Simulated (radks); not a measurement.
Spherical quantum dot in the effective-mass picture: electrons in a well V = -V0 / (1 + exp((r - R)/a)) with V0 = 28.7, R = 1.68, a = 0.18, with a point charge +2 (a donor) at the centre, all in effective atomic units (hartree* = m*/eps^2 hartree, bohr* = eps/m* bohr), one dielectric constant everywhere. Calculated with a radial shooting solver with Libxc functionals: non-relativistic Kohn-Sham, r2SCAN, spin-polarised, spherical densities, generalised Kohn-Sham scheme. Levels are named by radial order and angular momentum (1s, 1p, 1d, 2s, ...), and open shells are averaged over m.

N = 13, configuration 1s2 1p6 1d(up 4, down 0) 2s(up 1, down 0). This is the lowest configuration that the search found. Occupied and some empty levels:

level    occupation  eigenvalue (hartree*)  <r> (bohr*)
1s up             1                -18.107       0.7469
1s down           1                -17.884       0.7486
1p up             3                -15.831        1.002
1p down           3                -15.570       0.9935
2s up             1                -13.610       0.8566
1d up             4                -13.491        1.113
2s down           0                -13.176       0.8699
1d down           0                -13.166        1.109
1f up             0                -10.758        1.195
1f down           0                -10.389        1.194
2p up             0                -9.3068       0.9878
2p down           0                -9.0329       0.9970
1g up             0                -7.6609        1.265
1g down           0                -7.2598        1.266

Energy (hartree*): total -270.249, kinetic 47.651, external -383.23, Hartree 76.636, exchange-correlation -11.309.

Electron density:

r (bohr*)  n(r) (e/bohr*^3)
0.146                 4.300
0.302                 2.465
0.458                 1.683
0.614                 1.465
0.770                 1.453
0.927                 1.383
1.08                  1.117
1.24                 0.7034
1.40                 0.3236
1.55                 0.1031
1.71                0.02321
1.86               0.003962
2.02              0.0005709
